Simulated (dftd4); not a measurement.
C3H9B, charge +1, doublet, geometry from GFN2-xTB (a state made from the parent by changing its charge; the spin is typed, not shown lowest); D4 for revpbe (dftd4 4.2.0).

dftd4 was given this input:
```
$ dftd4 mol.xyz --func revpbe --charge 1 --json dftd4.json --noedisp --grad

# file mol.xyz
13

B     -0.05647573     0.05517160    -0.05364308
C      1.51411882    -0.13791460    -0.22617234
H      2.02755724    -0.85500214     0.40558796
H      1.94104364     0.84853152    -0.03424725
H      1.65529476    -0.43161225    -1.26820282
C     -0.49203480    -0.76952308     1.23631151
H     -1.34235646    -1.37537941     0.91708171
H     -0.79808470    -0.01384345     1.96257438
H      0.23345189    -1.41985028     1.71348884
C     -0.97605379     0.86460885    -0.96549414
H     -1.85392301     1.28359200    -0.46707029
H     -1.36351003     0.23270689    -1.76988686
H     -0.49327601     1.71197205    -1.45898050
```

Q: What does dftd4 print? Leave out banner, timings and long lists.

A: 
```
                    ____  _____ _____     ____  _  _
      -------------|  _ \|  ___|_   _|---|  _ \| || |------------
     |             | | | | |_    | | ___ | | | | || |_           |
     |             | |_| |  _|   | ||___|| |_| |__   _|          |
     |             |____/|_|     |_|     |____/   |_|            |
     |             ===================================           |
     |            E. Caldeweyher, S. Ehlert & S. Grimme          |
     |          Mulliken Center for Theoretical Chemistry        |
     |                    University of Bonn                     |
      -----------------------------------------------------------

Rational (Becke-Johnson) damping: revpbe-D4-ATM
---------------------
  s6         1.0000
  s8         1.7468
  s9         1.0000
  a1         0.5363
  a2         3.0726
 alp        16.0000
--------------------

Dispersion energy:      -2.0989856859052E-02 Eh

Gradient norm:           2.4068017275872E-03 Eh/a0
--------------------------------------------------
     #    Z           dE/dx      dE/dy      dE/dz
--------------------------------------------------
     1    5 B    -1.651E-05  1.744E-05 -1.512E-05
     2    6 C     1.181E-03 -8.523E-05 -2.052E-04
     3    1 H     3.536E-04 -5.821E-05 -5.526E-05
     4    1 H     3.413E-04  9.485E-05  1.946E-06
     5    1 H     3.104E-04 -9.997E-05 -1.412E-04
     6    6 C    -4.182E-04 -5.889E-04  9.610E-04
     7    1 H    -1.579E-04 -2.474E-04  2.003E-04
     8    1 H    -1.122E-04 -4.794E-05  3.326E-04
     9    1 H    -1.070E-04 -2.032E-04  2.805E-04
    10    6 C    -8.131E-04  7.133E-04 -8.074E-04
    11    1 H    -2.022E-04  2.145E-04 -1.451E-04
    12    1 H    -1.928E-04  6.523E-05 -2.362E-04
    13    1 H    -1.667E-04  2.256E-04 -1.709E-04
--------------------------------------------------

Virial:
--------------------------------------------------
      component           x          y          z
--------------------------------------------------
          x       1.073E-02 -1.721E-03 -2.456E-04
          y      -1.721E-03  4.842E-03 -4.748E-03
          z      -2.456E-04 -4.748E-03  7.982E-03
--------------------------------------------------

[Info] Dispersion results written to 'dftd4.txt'
[Info] JSON dump of results written to 'dftd4.json'
```
